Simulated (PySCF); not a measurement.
# Two-component Hartree-Fock for Tm⁶⁵⁺ (thulium, charge +65)

Start: [He] 2s2. Calculated with PySCF 2.14 in an uncontracted even-tempered set (17 s from 12 bohr⁻², ratio 2.6; 13 p from 16 bohr⁻², ratio 2.6; 7 d from 16 bohr⁻², ratio 2.8; 4 f from 300 bohr⁻², ratio 2.8): generalised Hartree-Fock with the X2C-1e Hamiltonian and a Gaussian nucleus; spin-orbit coupling (SO) screened by Boettger's factors.

```csv
spinor shell,electrons,"ε, screened SO (eV)",weight of nominal j (screened SO),"rms radius, screened SO (bohr)"
1s1/2,2,-67292.8,1.000,0.0226
2s1/2,2,-16526.4,1.000,0.0875
```

| quantity | screened SO |
| --- | --- |
| E (hartree) | -6282.96384 |
| M_J | 0 |
| ⟨J²⟩ | 0.000 |
| ⟨L²⟩ | 0.000 |
| ⟨S²⟩ | 0.000 |

Breit and QED terms are absent; they matter most for the inner s and p1/2 levels.

Densities and radii are taken from the X2C orbitals without a picture-change correction, which distorts them close to the nucleus.
